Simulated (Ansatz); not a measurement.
Consider the redistribution: `[F][Cd][O][SiH3]` + `[OH][MgH]` → `[OH][Cd][F]` + `[MgH][O][SiH3]`.

Program: Ansatz. Geometries: PBE0-D4/def2-TZVP. ΔE: electronic, gas phase. CCSD(T)/CBS adds triple-zeta CCSD(T) − MP2 to the extrapolated MP2 energy (def2 sets, frozen cores). DFT in def2-TZVPP. HSE06 is defined as in plane-wave codes. Elements past krypton have def2 core potentials. For Cd, Mg outer-core shells are correlated without core-valence functions, which leaves a few kJ/mol of doubt a bond. One conformer a species, not always the lowest.

```csv
level,ΔE (kJ/mol)
r2SCAN-D4,-19.2
B97M-V,-20.8
HSE06-D4,-18.3
CAM-B3LYP-D4,-15.4
PBE-QIDH,-15.8
PBE0,-18.8
MP2/def2-QZVPP,-17.2
SCS-MP2/def2-QZVPP,-17.1
```

What does CCSD(T)/CBS give? (An estimate is asked.)

The calculation gave: -18.7 kJ/mol. The listed levels differ from it by -0.5, -2.1, 0.4, 3.3, 2.9, -0.1, 1.5, 1.6 kJ/mol.

Largest T1 diagnostic among the species: 0.017.

In def2-TZVPP, CCSD(T) changes the Hartree–Fock value by −5.2 kJ/mol (the triples alone add −0.8 kJ/mol) and MP2 by −4.1 kJ/mol. At CCSD(T), def2-SVP lies +7.6 kJ/mol from the extrapolated value and def2-TZVPP +2.2 kJ/mol. From BLYP to BHLYP (50 % exact exchange), in def2-TZVPP and without D4, ΔE moves by +6.8 kJ/mol.
